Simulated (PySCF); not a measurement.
**Low-lying terms of Tl⁺ (thallium, charge +1)**

Ground state [Xe] 4f14 5d10 6s2, ¹S. All numbers are calculated (PySCF 2.14, a scalar-relativistic core potential, in aug-cc-pVQZ-PP with ECP60MDF (7s7p5d3f2g, 92 functions)). Vertical excitation energies in eV without spin-orbit coupling; excited terms of each kind are numbered among those the solver found. Frozen: 5s2 5p6.

```tsv
term	leading excitation	EOM-EE-CCSD	measured centre of gravity (NIST)
1 3P°	6s → p	6.949	7.098 (5d106s6p)
1 1P°	6s → p	9.261	9.381 (5d106s6p)
1 3S	6s → s	12.775	13.047 (5d106s7s)
1 1S	6s → s	13.133	13.390 (5d106s7s)
1 1D	6s → d	14.095	14.279 (5d106s6d)
1 3D	6s → d	14.161	14.452 (5d106s6d)
2 3P°	6s → p	14.601	n/a
2 1P°	6s → p	14.894	n/a
2 3S	6s → s	16.520	n/a
2 1S	6s → s	16.691	n/a
2 1D	6s → d	16.835	n/a
2 3D	6s → d	17.223	n/a
1 3F°	6s → f	17.358	16.885 (5d106s5f)
1 1F°	6s → f	17.385	n/a
```

Only the lower part of the computed list is shown. Doubly excited terms such as np² are absent. The solver can miss terms. Rydberg members are limited by the diffuse functions of the basis.
